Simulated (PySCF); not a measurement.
GeS, SMILES [S]=[Ge] (connectivity only; charge and spin as stated), neutral, multiplicity 1. Coordinates come from a B3LYP-D3(BJ)/def2-TZVP optimisation.

TDDFT-LC-ωPBE/def2-TZVPD in PySCF 2.14.0 puts the lowest singlet excitations at 3.78, 4.06, 4.06, 4.14, 4.14, 5.89 eV.

### Question
What are the lowest excitation roots from ADC(2)/aug-cc-pVDZ run with PySCF 2.14.0? (An estimate is asked for; the answer gives what the named calculation found.)

### Answer
3.95, 4.03, 4.03, 4.30, 4.30, 5.18 eV. S1 differs by 0.17 eV (second minus first; roots are paired by order, and the bases may differ).
